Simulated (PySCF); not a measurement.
UHF on Mg⁺ (magnesium, charge +1)

Configuration: [Ne] 3p1, 2P determinant (an excited configuration). All numbers are calculated (PySCF 2.14, the spin-free X2C one-electron Hamiltonian (Gaussian nucleus), in x2c-QZVPPall with one added diffuse shell each of s, p, d, f type (10s7p6d3f, 82 functions)).

| Property | Result |
| --- | --- |
| Total energy | -199.520711 hartree |
| One-electron energy | -275.2749 hartree |
| Hartree (Coulomb) energy | 91.6274 hartree |
| Exchange energy | -15.8732 hartree |
| ⟨S²⟩ | 0.7500 |
| ⟨L²⟩ | 2.000 |
| Sum of ⟨r⟩ | 9.244 bohr |
| Sum of ⟨r²⟩ | 18.94 bohr² |
| Traceless quadrupole moment −½Σ⟨3z² − r²⟩ along its main axis | -5.68 e·bohr² |
| Langevin diamagnetic susceptibility | -15.0 ×10⁻⁶ cm³/mol |

```csv
shell,electrons,mean orbital energy (hartree),spread (hartree),"rms radius, mean of both spins (bohr)"
1s α,1,-49.51293,0,0.151
1s β,1,-49.50960,0,0.151
2s α,1,-4.16434,0,0.755
2s β,1,-4.16004,0,0.755
2p α,3,-2.67632,0.00854,0.768
2p β,3,-2.66884,0.00923,0.768
3p α,1,-0.38415,0,3.77
```

Spin-orbit constants ζ (cm⁻¹) from the X2C one-electron operator on these orbitals: bare nucleus, nucleus screened by l(l+1)(2l+1)/3 electrons, and screened by the Breit-Pauli mean field of the electrons.

```csv
shell,bare,screened nucleus,mean field
2p,1770,1475,1343
3p,61.86,51.55,45.98
```

To first order the Landé constant is A = 45.98 cm⁻¹, so the lowest level has J = 1/2 and lies 0.00570 eV below the centre of the term.
